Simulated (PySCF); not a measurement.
# One molecule, several mistakes: Al2C2H7

All numbers below are calculated, not measured. They come from PySCF 2.14.0, an open-source quantum chemistry program, on an isolated molecule that a program drew, which may never have been made. The molecule is Al2C2H7 (charge 0, doublet), drawn as the SMILES string `C[CH2][Al][AlH2]`.

Each row is a Hartree-Fock (HF) and frozen-core CCSD(T) single point in the cc-pV(D+d)Z basis, meant for a local HF minimum. Run 1 is clean. Each other run has one planted mistake out of seven kinds, and not every kind appears here: one electron removed, one electron added, multiplicity raised by two, geometry at a saddle point, minimal basis STO-3G, one bond length entered in bohr, all coordinates scaled. The reference is restricted for singlets and unrestricted otherwise, and also for a bond in bohr. Adding or removing an electron swaps singlet and doublet. Electrons count all cores. HOMO and LUMO are orbital energies over both spins, the gradient is its largest component, and the lowest frequency (negative if imaginary) is given only where the gradient is small. Bond lengths are over the 10 bonds as drawn. T1 is the CCSD diagnostic: over 0.02 (restricted) or 0.045 (unrestricted) a single reference is doubtful.

Geometry of the clean run:
```xyz
11
Al2C2H7, angstrom
C    -0.7549    0.1905   -1.6755
C    -0.2570   -0.2749   -0.2989
Al    0.8228   -1.9446   -0.2072
Al    1.8970   -3.1625    1.8287
H    -1.3355    1.1152   -1.6077
H     0.0762    0.3783   -2.3610
H    -1.3947   -0.5609   -2.1465
H    -1.1106   -0.4106    0.3812
H     0.3441    0.5184    0.1692
H     1.1537   -4.3786    2.5320
H     3.4238   -2.9271    2.2021
```

```
run  electrons  basis functions  <S^2>  HOMO (eV)  LUMO (eV)  gradient (hartree/bohr)  lowest frequency (cm^-1)  mean bond (Å)  longest bond (Å)      T1  HF (hartree)  CCSD(T) (hartree)                          mistake
  1         45              109  0.797      -6.97       0.70                  2.8e-05                        45         1.4790             2.604  0.0184    -563.60768         -564.08441                         no fault
  2         45              109  1.496      -7.02       0.65                  1.7e-02                         -         1.5763             2.604  0.0598    -563.48253         -563.95704  one bond length entered in bohr
  3         46              109  0.000      -0.45       5.58                  2.6e-02                         -         1.4790             2.604  0.0192    -563.59637         -564.11179               one electron added
  4         45              109  3.757      -6.14      -1.11                  2.4e-02                         -         1.4790             2.604  0.0265    -563.51145         -563.97691       multiplicity raised by two
  5         44              109  0.000     -14.44      -5.53                  3.0e-02                         -         1.4790             2.604  0.0127    -563.37866         -563.84647             one electron removed
  6         45               35  0.776      -2.64       7.67                  3.9e-02                         -         1.4790             2.604  0.0110    -556.82054         -557.03287                                ?
```

**Which mistake was planted in run 6, and what did it cost?**

It has 35 basis functions where the clean run has 109, with the same electrons and geometry. So the mistake is: minimal basis STO-3G. Subtracting run 1 and multiplying by 627.51 kcal/mol a hartree, the energy moved by 4259.0 kcal/mol in HF and 4424.9 kcal/mol in CCSD(T).

Cautions from the logs. Run 2: T1 is over the limit, so its CCSD(T) energy is less reliable.
